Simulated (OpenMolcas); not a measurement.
## neutral scandium: effect of the active space

| Property | Result |
| --- | --- |
| Program | OpenMolcas 26.06 |
| Method | SS-CASPT2, IPEA 0.25 Eh, imaginary shift 0.1 Eh |
| Basis | ANO-RCC-VTZP |
| Scalar Hamiltonian | DKH2, point nucleus |
| Spin-orbit coupling | state interaction with AMFI integrals over the reference wave functions, term energies averaged over their components |

A. 3 electrons in 6 orbitals (3d 4s); 2S+1 = 4 even, 17 roots (10 in the spin-orbit step); 2S+1 = 2 even, 30 roots; closed shells correlated: 3s 3p; CASPT2 step roughly 13 core-seconds
B. 3 electrons in 11 orbitals (3d 4s 4d); 2S+1 = 2 even, 29 roots; 2S+1 = 4 even, 10 roots kept (CI in the orbitals of an earlier block); closed shells correlated: 3s 3p; CASPT2 step of the order of 9 core-minutes

Energies in eV above 3d 4s² ²D_3/2, the measured ground level; measured values from NIST Handbook of Basic Atomic Spectroscopic Data.

```csv
Level,A,B,Measured
3d 4s² ²D_3/2,0.0000,0.0000,0.0000
3d 4s² ²D_5/2,0.0166,0.0226,0.0209
3d² 4s ⁴F_3/2,1.033,1.139,1.4283
3d² 4s ⁴F_5/2,1.038,1.145,1.4330
3d² 4s ⁴F_7/2,1.045,1.153,1.4395
3d² 4s ⁴F_9/2,1.054,1.163,1.4478
3d² 4s ²F_5/2,1.554,1.618,1.8506
3d² 4s ²F_7/2,1.571,1.634,1.8650
3d² 4s ²D_3/2,1.736,1.882,
3d² 4s ²D_5/2,1.736,1.882,
3d² 4s ⁴P_1/2,1.848,1.967,
3d² 4s ⁴P_3/2,1.852,1.971,
3d² 4s ⁴P_5/2,1.857,1.977,
3d² 4s ²P_1/2,2.263,2.381,
3d² 4s ²P_3/2,2.270,2.388,
3d² 4s ²G_7/2,2.307,2.355,
3d² 4s ²G_9/2,2.307,2.355,
```

Deviations, from unrounded energies. A percentage is the sum of absolute deviations over the sum of measured energies, with the sign that they share, or ± where signs differ.

```
                  Against measurement  Levels      A      B
       mean absolute deviation (cm-1)       7   2500   1900
fine structure of the ground term (%)       1  -20.6   +8.4
             other configurations (%)       6  -22.9  -17.0
```

B lies closest to measurement on these levels. The largest miss of B in the table is 3d² 4s ⁴F_3/2, by -2300 cm-1. The ranking rests on the paired levels alone, and a cruder setting can come out closer through cancelling errors.

Between A and B the level of the table that moves most is 3d² 4s ²D_3/2, by 1200 cm-1 (lowest in A, highest in B). Moves below CASPT2's spread within the term are not significant.

CASPT2 does not keep the components of a term degenerate, so their means are used; among the terms shown or strongly mixed into the levels shown the widest spread is 1300 cm-1 (3d² 4s ²F, A). Over all roots computed the reference weight is 0.85 to 0.92 in A; the roots of lowest weight are the least certain, and an intruder state may touch them. The CASPT2 spread within a term exceeds the gap to the next term for 3d² 4s ²P and 3d² 4s ²G, so the order of their levels is uncertain (figures for A; the like holds for B). Some high roots are left out of the spin-orbit mixing, which shifts the levels that they would mix with (holds for A). A single d shell beside an s shell can misplace configurations of different d count against each other (holds for A). Terms from blocks run as CI alone lack orbitals of their own (holds for B). Active for correlation alone: 4d; no level in the range computed is led by a configuration that fills it, so any true level of that kind is missing (holds for B). Computed and measured levels are paired by configuration, term and J; levels that our copy of the source lacks, or whose pairing is in doubt (as where it misses far off the trend of its configuration), stay unpaired and out of the deviations. Levels of configurations outside the active space are missing. The table leaves out levels that lie high or whose names do not pair safely across all columns.
